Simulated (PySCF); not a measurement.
Spin states and ions at one geometry of OsH8

PySCF 2.14.0, RKS TPSS, Os def2-SVP with ECP60, H def2-SVP; non-relativistic Hamiltonian with scalar-relativistic core potentials where named; density fitting; no spin-orbit coupling; singlets restricted, open shells unrestricted. The geometry is relaxed for charge 0, singlet, vacuum:

```xyz
9

Os    0.0000    0.0000    0.1294
H     1.6677    0.0000    0.3851
H     0.0000    1.6677    0.3851
H    -1.6677    0.0000    0.3851
H     0.0000   -1.6677    0.3851
H     0.8824    0.8824   -0.8895
H    -0.8824    0.8824   -0.8895
H    -0.8824   -0.8824   -0.8895
H     0.8824   -0.8824   -0.8895
```

Energies count from the relaxed state; an electron taken off or put on is at rest in vacuum. Charges and spins are Mulliken's.

Task: Order these states by energy, lowest first.
A. charge 0, triplet, vacuum
B. charge 0, singlet, vacuum
C. charge -1, doublet, vacuum
D. charge +1, doublet, vacuum

Result: C (-1.84 eV), B (0.00 eV), A (2.71 eV), D (10.72 eV).

Task: How do charge and spin on the first atom follow?

Result: 
```
                     state  spin squared  charge on Os1 (e)  spin on Os1 (e)  dipole about the centre of mass (D)
 charge 0, singlet, vacuum          0.00               0.38             0.00                                 0.20
 charge 0, triplet, vacuum          2.01               0.23             0.78                                 0.45
charge +1, doublet, vacuum          0.77               0.52            -0.01                                 0.27
charge -1, doublet, vacuum          0.75              -0.24             0.83                                 1.22
```

With an electron taken off (doublet) the charges change, summed by element, by Os +0.14 e, H +0.86 e. The vertical ionisation energy is 10.72 eV, against −ε(HOMO) = 7.68 eV of the relaxed state. The level lies 3.0 eV too high, as is usual for semilocal functionals and global hybrids, which keep a self-interaction error.

With an electron put on (doublet) the charges change, summed by element, by Os -0.62 e, H -0.38 e. The vertical electron affinity is 1.84 eV, against −ε(LUMO) = 4.51 eV of the relaxed state. The basis has no diffuse functions, which an added electron needs. The added electron's level lies above zero.

Open shells may have lower solutions than those found. Hard to converge, so the more doubtful: charge 0, triplet, vacuum; charge +1, doublet, vacuum.

No frequency check is given that shows the relaxed geometry to be a minimum.
